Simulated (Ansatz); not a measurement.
The pair A = NH3 (SMILES N) (first 4 atoms), B = HI (SMILES I); geometry from B3LYP-D3(BJ)/def2-TZVP.
(charge 0, multiplicity 1):
```xyz
6

N     -0.08031    -0.08380     0.51714
H      0.15047    -0.96816     0.07880
H     -1.00253     0.20492     0.21118
H      0.59613     0.61364     0.22823
I     -0.03195    -0.41294     3.86027
H     -0.05669    -0.24420     2.14626
```

Frozen-core correlation. Filled d and f shells under p-block atoms count as core. MP2 and its Hartree–Fock in def2-QZVPPD are density fitted.

The values were computed with Ansatz (Gaussian basis) for Hartree–Fock, density functionals and correlated methods.  In def2 rows elements past Kr take small-core potentials, without spin–orbit coupling.

Total energies (hartree), monomers frozen at their geometry in the pair:

```tsv
structure	HF/def2-QZVPPD	B3LYP/def2-TZVPPD	CCSD(T)/def2-SVPD
AB	-353.4670181	-355.0051165	-353.7513598
A in the pair's basis	-56.2243642	-56.5903324	-56.3794707
B in the pair's basis	-297.2387244	-298.4026653	-297.3642073
A	-56.2243418	-56.5901145	-56.3768230
B	-297.2387167	-298.4025984	-297.3625362
```

Q: Work out the interaction energy without and with the counterpoise correction, and the superposition error, for each level.

A: 
E(AB) − E(A) − E(B), times 627.509 kcal/mol, with the monomers in their own basis and then in the pair's basis:
- HF/def2-QZVPPD: -2.48 uncorrected, -2.47 corrected; the monomers gain 0.02 kcal/mol from borrowed functions
- B3LYP/def2-TZVPPD: -7.78 uncorrected, -7.60 corrected; the monomers gain 0.18 kcal/mol from borrowed functions
- CCSD(T)/def2-SVPD: -7.53 uncorrected, -4.82 corrected; the monomers gain 2.71 kcal/mol from borrowed functions

Ansatz is an electronic-structure program.
